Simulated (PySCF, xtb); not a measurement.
Acid–base and redox partners of OB(O)O. Gas-phase values, no solvent. One relaxed conformer stands for each flexible species; it need not be the lowest. Strings in code marks are SMILES.

Quantity: proton affinity at 298 K, in kcal/mol. Enthalpy corrections at 298 K come from GFN2-xTB frequencies (xtb).

Case: proton added at O1: `OB(O)[OH2+]`. The other species in the difference include `OB(O)O` (neutral, multiplicity 1). Geometry of `OB(O)[OH2+]` (charge +1, multiplicity 1, Å):

```xyz
8

O     -0.6565     1.2558    -0.1068
B     -0.2204     0.0063    -0.0878
O     -0.6399    -1.2176     0.1909
O      1.2085    -0.0363    -0.5213
H     -1.5609     1.4783     0.1430
H     -1.5416    -1.3865     0.4878
H      1.6999     0.7680    -0.7619
H      1.7109    -0.8680    -0.5651
```

Task: Predict the proton affinity at 298 K from TPSSh-D3(BJ)/def2-TZVP // B3LYP-D3(BJ)/def2-TZVP (PySCF).

Result: 181.6 kcal/mol.
